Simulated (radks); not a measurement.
Values are calculated unless marked as measured or tabulated.
The nuclear charge of the cerium ion Ce+ is varied continuously with 57 electrons held in [Xe] 4f1 5d2. Code: a radial shooting solver on a logarithmic mesh with Libxc functionals. Model: scalar-relativistic Kohn-Sham, r2SCAN, spin-polarised, spherical densities, finite nucleus; open shells are filled with parallel spins first (spin-orbit coupling, left out, can overturn this in heavy ions); meta-GGA in the generalised Kohn-Sham scheme; Fermi nuclear charge, rms radius 4.8771 fm. By the Hellmann-Feynman theorem dE/dZ = E(electron-nucleus)/Z, the electronic potential at the nucleus (averaged over a nucleus of fixed radius). The scalar-relativistic energy here is not variational (the density holds large components alone), so the two differ by a part that grows with Z.

| Z | E (hartree) | E(electron-nucleus)/Z (hartree) | HOMO | e(HOMO) (eV) | <r> HOMO (bohr) |
|---|---|---|---|---|---|
| 57.5 | -8676.2306 | -365.404 | 4f | -2.467 | 1.313 |
| 58 | -8860.9039 | -369.901 | 5d | -7.589 | 2.788 |
| 58.5 | -9047.8498 | -374.389 | 5d | -12.005 | 2.525 |
| 59 | -9237.0673 | -378.877 | 5d | -16.981 | 2.334 |

The central difference of E at Z = 58 is -371.619 hartree, to compare with the third column; the second derivative is -9.09 hartree. No converged solution with all levels bound was reached at Z = 57.
